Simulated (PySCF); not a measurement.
A GIAO shielding run with PySCF 2.14.0 with density-fitted response routines (density fitting, non-relativistic, gas phase) on SMILES C=CC[SiH2][Si@@H](P)C[SiH3], C₄H₁₅PSi₃:

```
$ OMP_NUM_THREADS=1 python probes_run.py task.json out

{"job": {"kind": "nmr", "xc": "PBE0", "basis": "pcSseg-1"}, "charge": 0, "multiplicity": 1}
C     -2.444286    -2.123615     1.025920
C     -2.750445    -1.081024     0.271098
C     -2.564654     0.336976     0.674747
Si    -1.031863     1.091880    -0.192018
Si     0.884110    -0.121552     0.328500
P      0.580614    -2.354117     0.176302
C      2.337944     0.431025    -0.790512
Si     2.995011     2.189721    -0.498400
H     -2.067197    -2.002771     2.029131
H     -2.583411    -3.135904     0.686808
H     -3.138090    -1.231405    -0.729013
H     -3.450309     0.916245     0.410689
H     -2.436142     0.402881     1.755725
H     -0.948733     2.495546     0.233714
H     -1.325810     1.127874    -1.635429
H      1.331311     0.036808     1.728945
H      1.853657    -2.609560    -0.300836
H      0.061000    -2.325185    -1.105496
H      3.165009    -0.270976    -0.668767
H      2.027872     0.343622    -1.833851
H      3.549986     2.288972     0.851486
H      1.898236     3.145634    -0.661650
H      4.051436     2.475908    -1.474076
```

Hardware: 1 thread of an Intel Xeon, shared host. The job also computes population analyses, field gradients.

Q: How large is the calculation?

A: 96 electrons, 239 basis functions and 1334 auxiliary functions.

Q: How long does it take, and how much memory does it need?

A: 2.6 min of wall time, with 13 SCF cycles and 5 response iterations; peak memory 1.1 GiB. Times on a shared host scatter by some tens of per cent.
